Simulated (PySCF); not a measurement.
C8H14O.
Structure used (GFN2-xTB), in Å, numbered top down from 1:
```
atom  x, y, z in Å
C1    -0.3193    2.8173    0.2648
C2    -0.6026    1.5421    0.0602
C3    -1.6190    0.7878    0.8658
C4    -0.9666   -0.4361    1.5131
C5    -0.3168   -1.3117    0.4482
C6     0.7365   -0.5214   -0.3276
C7     1.4147   -1.3998   -1.3858
O8     2.0855   -2.5096   -0.8386
C9     0.0905    0.7080   -0.9780
H10   -0.8244    3.3989    1.0178
H11    0.4208    3.3383   -0.3195
H12   -2.0550    1.4331    1.6297
H13   -2.4226    0.4515    0.2043
H14   -0.2097   -0.1027    2.2271
H15   -1.7169   -1.0080    2.0621
H16    0.1476   -2.1861    0.9078
H17   -1.0804   -1.6684   -0.2472
H18    1.5036   -0.1746    0.3779
H19    2.1100   -0.7878   -1.9806
H20    0.6651   -1.8195   -2.0614
H21    2.7488   -2.1926   -0.2153
H22   -0.6415    0.3694   -1.7171
H23    0.8470    1.2991   -1.4977
```

NICS is the negative of the GIAO shielding at a point without a nucleus: at the ring centre (0) and 1 Å above and below it (1); zz is the component along the ring normal. Level: GIAO PBE0/pcSseg-1 (PySCF, non-relativistic, gas phase) on the GFN2-xTB geometry, one conformer.

Ring bond lengths (Å), with Mayer bond orders in brackets: C2–C3 1.500 (1.02), C3–C4 1.530 (1.02), C4–C5 1.524 (1.04), C5–C6 1.528 (0.98), C6–C9 1.533 (0.98), C9–C2 1.501 (1.02).

What do the NICS probes read (ppm)?

```
             ring                                            type  NICS(0)  NICS(1), two faces  NICS(1)zz, two faces  rms pucker (Å)  centre to ring atoms, mean (Å)
C2–C3–C4–C5–C6–C9  6-membered carbocycle; formal bonds all single     -2.1         -3.3 / -1.9             1.4 / 3.5            0.24                            1.46
```

What can be read from them?

- C2–C3–C4–C5–C6–C9: mean NICS(1)zz 2.4 ppm, near zero. C3, C4, C5, C6, C9 have four or more neighbours; no verdict on aromaticity is drawn.

How shielded are the nuclei of the rings and their hydrogens (means over atoms taken as equivalent)?

```csv
atoms,environment,σ isotropic (ppm),"principal values of the symmetric part, first atom (ppm)"
C2,fully substituted alkene carbon,29.2,"-94.6, 18.8, 163.6"
C3,allylic carbon,146.6,"141.5, 142.7, 155.6"
C4,ring CH2 carbon,154.8,"151.5, 153.9, 158.9"
C5,ring CH2 carbon,152.7,"137.6, 156.6, 163.9"
C6,sp3 CH carbon,136.7,"124.4, 139.7, 145.9"
C9,allylic carbon,145.1,"136.9, 142.5, 155.8"
H12,methylene hydrogen,29.39,"25.2, 28.1, 34.9"
H13,methylene hydrogen,29.71,"26.8, 27.4, 34.9"
H14,methylene hydrogen,30.48,"26.7, 28.9, 35.9"
H15,methylene hydrogen,29.78,"24.6, 28.0, 36.8"
H16,methylene hydrogen,29.23,"23.7, 29.5, 34.5"
H17,methylene hydrogen,30.87,"27.0, 29.9, 35.7"
H18,methine hydrogen,30.68,"28.0, 29.9, 34.2"
H22,methylene hydrogen,30.15,"27.2, 28.9, 34.4"
```

The list is cut; further classes of hydrogen are left out.

The run took 59 s of wall time on one thread, Intel Xeon Platinum 8488C (x86_64), shared host, and the process peaked at 1.0 GiB of memory. This is the whole shielding run at PBE0/pcSseg-1, SCF included.
